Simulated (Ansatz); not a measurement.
`C[N](C)[Hf]([F])([Cl])[I]` + H–F → `[F][Hf]([F])([Cl])[I]` + `CNC`  (ligand exchange at the Hf–N bond)

Calculated with Ansatz (gas phase, PBE0-D4/def2-TZVP geometries, no zero-point term in ΔE). CBS: MP2 limit from def2 TZ/QZ plus the TZ coupled-cluster correction, frozen cores. This one scheme is used for every species. Functionals use def2-TZVPP. Elements past krypton have def2 core potentials. For Hf, I outer-core shells are correlated without core-valence functions, which leaves a few kJ/mol of doubt a bond. One conformer a species, not always the lowest.

CCSD(T)/CBS gives -0.81 eV.

(1) Another level gave -1.01 eV. Which?
A. LDA (SPW92)/def2-TZVPP
B. CAM-B3LYP/def2-TZVPP
C. revPBE-D4/def2-TZVPP
D. r2SCANh/def2-TZVPP

Largest T1 diagnostic among the species: 0.014.

Answers

(1) D. r2SCANh -1.01, CAM-B3LYP -1.14, revPBE-D4 -0.93, LDA (SPW92) -0.87 eV.

From BLYP to BHLYP (50 % exact exchange), in def2-TZVPP and without D4, ΔE moves by +0.06 eV. In def2-TZVPP, CCSD(T) changes the Hartree–Fock value by +0.42 eV (the triples alone add +0.06 eV) and MP2 by +0.53 eV.
